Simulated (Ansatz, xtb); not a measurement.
# A geometry optimisation of Cl2FHNOSi with r2SCAN-D4/def2-SVP

The starting geometry of this gas-phase doublet has its atoms placed at random.

```xyz
7

Cl   -1.1500   -0.1792   -0.6568
Cl    1.5990    0.2047    0.0395
F    -0.6320    0.3234    1.2343
N     0.9234   -2.0521   -0.5718
O     0.1796   -1.6344    0.3722
Si    0.6835    1.0144    1.4958
H    -0.4208    1.2520   -0.2559
```

Guess where an optimisation with r2SCAN-D4/def2-SVP ends from this start.

It falls apart into ClFSi + ClH + NO. Distances that change by over a tenth: Cl1–H7 (1.66 → 1.30 Å), Cl2–Si6 (1.90 → 2.10 Å), F3–Si6 (1.51 → 1.66 Å).

The energy falls by 7.85 eV over 19 steps:

| step | E − E(last) (eV) |
| --- | --- |
| 1 | 7.852 |
| 3 | 1.338 |
| 5 | 0.384 |
| 7 | 0.185 |
| 9 | 0.111 |
| 11 | 0.038 |
| 13 | 0.005 |
| 15 | 0.001 |
| 17 | 0.000 |
| 19 | 0.000 |

Final geometry (Å):

```yaml
atoms:
  - { symbol: Cl, position_ang: [-1.4074, 0.0606, -1.5416] }
  - { symbol: Cl, position_ang: [2.1465, 0.9193, 0.1752] }
  - { symbol: F, position_ang: [-0.4397, 0.7887, 1.3976] }
  - { symbol: N, position_ang: [0.5232, -1.9664, -0.5131] }
  - { symbol: O, position_ang: [0.3699, -1.8890, 0.6258] }
  - { symbol: Si, position_ang: [1.0905, 0.4086, 1.9208] }
  - { symbol: H, position_ang: [-1.1003, 0.6072, -0.4074] }
```

From the same start GFN2-xTB ends elsewhere, in pieces: ClFNOSi + ClH.

From so rough a start the end depends on the optimiser's path, so another program may land elsewhere. No frequencies were run, so the end isn't proven a minimum. Open shells are spin-unrestricted. Run with Ansatz 0.2.0, 2.8 min on 2 threads of Intel(R) Xeon(R) 6975P-C (Granite Rapids), with other jobs on the host.
